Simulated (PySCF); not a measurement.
**Working out the excitation energy of B**

B [He] 2s2 2p1 (2P) → B [He] 2s1 2p2 (4P). Calculation: PySCF 2.14, in aug-cc-pVTZ (5s4p3d2f, 46 functions); no relativity, point nucleus. Frozen: 1s2. Energies in hartree (1 hartree = 27.21139 eV):

| part | B (lower) | B (upper) |
| --- | --- | --- |
| UHF | -24.532172 | -24.451359 |
| MP2 opposite-spin | -0.041163 | 0.000000 |
| MP2 same-spin | -0.003242 | -0.011333 |

Q: What does Hartree-Fock give?

A: (-24.451359) − (-24.532172) = 0.080813 hartree = 2.199 eV.

Q: What do MP2 and SCS-MP2 (6/5 opposite-spin, 1/3 same-spin) give?

A: The opposite-spin parts differ by 1.120 eV and the same-spin parts by -0.220 eV. MP2: 2.199 + (1.120) + (-0.220) = 3.099 eV. SCS-MP2: 2.199 + 1.2 × (1.120) + (-0.220)/3 = 3.470 eV.
